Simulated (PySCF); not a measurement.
Al(H)(Cl)(OH) (AlClH₂O), SMILES [OH][AlH][Cl].

Geometry optimised at B3LYP-D3(BJ)/def2-TZVP. Other conformers were not sampled.

Computed with TDDFT-CAM-B3LYP/def2-SVPD in PySCF.

Vertical excitations. Gas-phase values at a fixed geometry. State labels are in the subgroup Cs.

Computed excitation energies, oscillator strengths and character:
```csv
state,symmetry,energy (eV),λ (nm),f,main pairs
S1,A",7.10,175,0.010,HOMO→LUMO 97 %
S2,A',7.51,165,0.029,"HOMO→LUMO+1 57 %, HOMO−1→LUMO 24 %, HOMO−2→LUMO+1 9 %"
S3,A",7.59,163,0.007,"HOMO−2→LUMO 60 %, HOMO−1→LUMO+1 26 %, HOMO−3→LUMO+1 9 %"
S4,A",7.62,163,0.004,"HOMO−1→LUMO+1 55 %, HOMO−2→LUMO 35 %"
S5,A',7.78,159,0.065,"HOMO−1→LUMO 63 %, HOMO→LUMO+1 25 %"
S6,A",8.19,151,0.096,"HOMO−3→LUMO+1 55 %, HOMO−4→LUMO 23 %, HOMO−1→LUMO+2 8 %"
S7,A',8.25,150,0.169,"HOMO−2→LUMO+1 42 %, HOMO−4→LUMO+1 24 %, HOMO−3→LUMO 13 %"
S8,A",8.34,149,0.107,"HOMO−4→LUMO 74 %, HOMO−3→LUMO+1 17 %"
S9,A',8.34,149,0.050,"HOMO−3→LUMO 74 %, HOMO−2→LUMO+1 20 %"
S10,A',8.68,143,0.032,"HOMO−4→LUMO+1 35 %, HOMO→LUMO+2 27 %, HOMO−2→LUMO+1 11 %, HOMO−2→LUMO+2 8 %"
T1,A",6.62,187,0,"HOMO→LUMO 63 %, HOMO−2→LUMO 28 %"
T2,A',7.04,176,0,HOMO−1→LUMO 82 %
T3,A',7.05,176,0,HOMO→LUMO+1 68 %
T4,A",7.22,172,0,"HOMO−2→LUMO 46 %, HOMO→LUMO 22 %, HOMO−1→LUMO+1 20 %"
```
Triplets are in the Tamm–Dancoff approximation, which puts them higher than full response would, so one can lie above its singlet here.
